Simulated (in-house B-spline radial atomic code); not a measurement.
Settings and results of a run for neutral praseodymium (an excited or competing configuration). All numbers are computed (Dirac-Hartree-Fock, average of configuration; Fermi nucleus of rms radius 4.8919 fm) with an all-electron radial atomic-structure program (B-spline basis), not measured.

Command:
```bash
python run_scf.py task.json out
```
Settings (nuclear radius in fm, mass in u):
```
Z                59
configuration    [Xe] 4f2 6s2 9p1
hamiltonian      dirac
method           hf
spin_polarised   False
nucleus          fermi
rms_radius       4.8919
atomic_mass      140.90766
speed_of_light   137.035999084
```

Output (hartree, bohr):
```
 radial grid: 94 intervals, B-splines of order 8, outer radius 245.7 bohr

 iter        energy (Eh)    residual
    1       -9228.535929    6.11e-01
    2       -9233.862661    3.54e-01
    3       -9237.730913    8.24e-02
    4       -9237.985334    2.68e-02
    5       -9238.012939    8.27e-03
    6       -9238.016286    3.60e-03
    7       -9238.016675    9.46e-04
    8       -9238.016731    1.24e-04
    9       -9238.016732    3.06e-05
   10       -9238.016732    3.87e-06
   11       -9238.016732    4.46e-07

 total energy                     -9238.01673
 kinetic                            9935.5164
 electron-nucleus                 -22516.6567
 electron-electron                  3343.1236

 first-order corrections (not in the total)
   Gaunt                             8.7584
   retardation                      -0.9145
   frequency dependence             -0.1032
   self-energy                       6.0376
   Uehling                          -0.9036
   Wichmann-Kroll                    0.0249
   recoil                            0.0237

 orbital      occ     eigenvalue          <r>       <r^2>       <1/r>     <1/r^2>       <r^4>       r_max    small
 1s1/2      2.000     -1552.4430    0.0240893 0.000789371     64.6851      9334.2 1.64685e-06     0.01541  4.78e-02
 2s1/2      2.000      -254.2306     0.102468   0.0124524     15.3004     1142.28 0.000268753     0.08731  1.04e-02
 2p1/2      2.000      -239.6639    0.0861477  0.00915345     15.2409     363.175 0.000169978     0.06659  1.04e-02
 2p3/2      4.000      -221.8875    0.0924128   0.0104029     13.7626     258.068 0.000213367      0.0719  9.79e-03
 3s1/2      2.000       -57.0324     0.270861   0.0839639     5.55107     240.648   0.0106909      0.2486  3.24e-03
 3p1/2      2.000       -50.8121     0.261028   0.0791894     5.45288     76.8426  0.00996015      0.2359  3.17e-03
 3p3/2      4.000       -47.2096     0.273042   0.0864522     5.08688     55.3894   0.0118109      0.2472  2.99e-03
 3d3/2      4.000       -36.4941     0.244631   0.0705237      4.9401     30.5785  0.00893413      0.1986  2.86e-03
 3d5/2      6.000       -35.7288     0.248413   0.0725823     4.84712     29.1972  0.00941786      0.2019  2.80e-03
 4s1/2      2.000       -12.5304     0.620961    0.434521     2.28148     54.9248    0.273618      0.5782  9.79e-04
 4p1/2      2.000       -10.1136     0.639429    0.464337      2.1747     17.1117    0.321362      0.5874  9.11e-04
 4p3/2      4.000        -9.3281     0.665194    0.502339     2.06104     12.5253    0.376098      0.6109  8.59e-04
 4d3/2      4.000        -5.2880     0.718677    0.597956     1.83691     6.12525    0.580395      0.6307  7.07e-04
 4d5/2      6.000        -5.1478     0.728359    0.613967       1.807     5.84737    0.611692      0.6388  6.92e-04
 5s1/2      2.000        -2.2183       1.4894     2.48452    0.882948     9.38145     8.99493       1.345  2.07e-04
 5p1/2      2.000        -1.4551      1.65832     3.10392     0.78676     2.66561     14.5929       1.464  1.69e-04
 5p3/2      4.000        -1.3345      1.73413     3.39501    0.746561     1.95189     17.5102       1.527  1.55e-04
 4f5/2      0.857        -0.8592     0.979791     1.21531     1.31098     2.23877     3.53527      0.6807  3.90e-04
 4f7/2      1.143        -0.8466     0.987531      1.2352     1.30099     2.20396     3.65996      0.6855  3.85e-04
 6s1/2      2.000        -0.3721      3.97016     17.6157    0.313604     1.13007     455.026       3.512  2.96e-05
 9p1/2      0.333        -0.0190      38.7447     1675.43   0.0345144  0.00723304 3.70456e+06       41.09  7.73e-07
 9p3/2      0.667        -0.0188      39.2957     1723.24    0.034037  0.00602056 3.91622e+06       41.73  7.61e-07
```

Time taken, with all properties: 10 s on 1 thread of Arm Neoverse V1, on a shared host.

For the Dirac Hamiltonian the kinetic term is c α·p + (β - 1)c².
